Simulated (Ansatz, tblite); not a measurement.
Cost and result up the ladder for the cluster BeCl2⁻ (the lowest doublet isomer of a short search) (3 atoms). Charge -1, multiplicity 2. Geometry: PBE-D4/def2-TZVPD.

```xyz
3

Be   -0.0418   -0.2748   -0.5569
Cl    1.7045    0.2561    0.0935
Cl   -1.6627    0.0187    0.4635
```

Ansatz on 4 threads of Arm Neoverse V1 on a shared host; xTB runs through tblite on one thread. Times are rough, summed over both states, and most runs start from the orbitals of an earlier one. CCSD(T)/def2-TZVPPD serves as the yardstick here, not as an exact answer. The other state is a singlet.

The xTB rows come from tblite. Correlated methods freeze 10 core orbitals. The structure comes from a short search, and lower isomers may exist.

Correlated methods converge slowly with the basis.

Raw xTB energies of ions are shifted by several eV, and xTB has no spin-polarisation term.

```
                          level  functions  vertical IE (eV)  difference from CCSD(T)/def2-TZVPPD (eV)                       remarks
                       GFN1-xTB         22              5.81                                      4.60                             –
             PBE0-D4/def2-TZVPD        114              1.36                                      0.14  HOMO above zero (-1 doublet)
           r2SCAN-D4/def2-TZVPD        114              1.35                                      0.14  HOMO above zero (-1 doublet)
                       GFN2-xTB         22              5.25                                      4.03                             –
PBE-D4/def2-TZVPD (with forces)        114              1.32                                      0.10  HOMO above zero (-1 doublet)
            CCSD(T)/def2-TZVPPD        124              1.21                                      0.00                             –
```

Task: Estimate how long each takes.

Result: GFN1-xTB 0.004 s; GFN2-xTB 0.006 s; PBE-D4/def2-TZVPD (with forces) 1.7 s; PBE0-D4/def2-TZVPD 2.4 s; r2SCAN-D4/def2-TZVPD 3.8 s; CCSD(T)/def2-TZVPPD 6.6 s. On shared hardware such times vary by a factor of up to 3.
